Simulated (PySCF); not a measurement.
C2H7ClOSi, SMILES C[C@@H](O)[SiH2]Cl.

The structure is a stationary point at PBE-D3(BJ)/def2-SVP. The structure was generated by enumeration; whether it is a known compound was not checked. The values are those of a single conformer.

Level of theory: TDDFT-PBE/def2-SVPD in PySCF.

Vertical excitations. 

Computed lowest excited states:
```
state  energy (eV)  λ (nm)      f                                            main pairs
-----  -----------  ------  -----  ----------------------------------------------------
S1            5.37     231  0.006                                       HOMO→LUMO 100 %
S2            5.75     216  0.000                                      HOMO→LUMO+1 99 %
S3            6.50     191  0.008                                      HOMO→LUMO+2 86 %
S4            6.69     185  0.009                                      HOMO−1→LUMO 87 %
S5            6.74     184  0.024  HOMO−2→LUMO 60 %, HOMO→LUMO+3 23 %, HOMO−1→LUMO 10 %
S6            6.76     183  0.073                    HOMO→LUMO+3 49 %, HOMO−2→LUMO 31 %
S7            6.82     182  0.010                                      HOMO→LUMO+4 94 %
S8            6.97     178  0.002                                    HOMO−1→LUMO+1 93 %
S9            7.10     175  0.020                  HOMO→LUMO+5 65 %, HOMO−2→LUMO+1 20 %
S10           7.12     174  0.028                  HOMO−2→LUMO+1 74 %, HOMO→LUMO+5 22 %
T1            5.19     239      0                                        HOMO→LUMO 99 %
T2            5.51     225      0                                      HOMO→LUMO+1 99 %
T3            6.15     202      0                                      HOMO→LUMO+2 95 %
T4            6.37     195      0                                      HOMO−1→LUMO 97 %
```
Triplets are in the Tamm–Dancoff approximation, which puts them higher than full response would, so one can lie above its singlet here.
